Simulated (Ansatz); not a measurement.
Stepwise reaction of `F[SiH2]C[SiH3]` with ammonia, as a gas-phase model of exchange steps in deposition or etching. ΔE in kJ/mol.

Computed with Ansatz on PBE0-D4/def2-TZVP structures; ΔE is electronic, products minus reactants. CBS: MP2 limit from def2 TZ/QZ plus the TZ coupled-cluster correction, frozen cores. This one scheme is used for every species. Functionals use def2-TZVPP. B3LYP here is the variant with VWN-RPA as its local correlation; programs differ in this. Each species was taken in one conformer, which may not be the lowest.

```
step                                          reaction  PBE-D4  B3LYP-D4  ωB97M-V  CCSD(T)/CBS
   1  `F[SiH2]C[SiH3]` + NH₃ → `N[SiH](F)C[SiH3]` + H₂   -52.4     -54.8    -56.7        -53.9
```

Task: Give the row of step 2, `N[SiH](F)C[SiH3]` + NH₃ → `N[SiH2]C[SiH](N)F` + H₂. (Best estimate.)

Result: The calculation gave: 
```tsv
step	reaction	PBE-D4	B3LYP-D4	ωB97M-V	CCSD(T)/CBS
2	`N[SiH](F)C[SiH3]` + NH₃ → `N[SiH2]C[SiH](N)F` + H₂	-35.4	-37.9	-37.5	-36.5
```

Task: By hand: ΔE of the 2 steps together at CCSD(T)/CBS.

Result: (-53.9) + (-36.5) = -90.4 kJ/mol, or -45.2 kJ/mol a step.

In ΔE each step is higher than the one before. All are downhill at CCSD(T)/CBS. PBE-D4 differs from CCSD(T)/CBS by 1.1 to 1.5 kJ/mol a step. Only this route is followed, and other bonds may react first. Isolated molecules leave out the surface, adducts and barriers. Largest T1 diagnostic: 0.011.
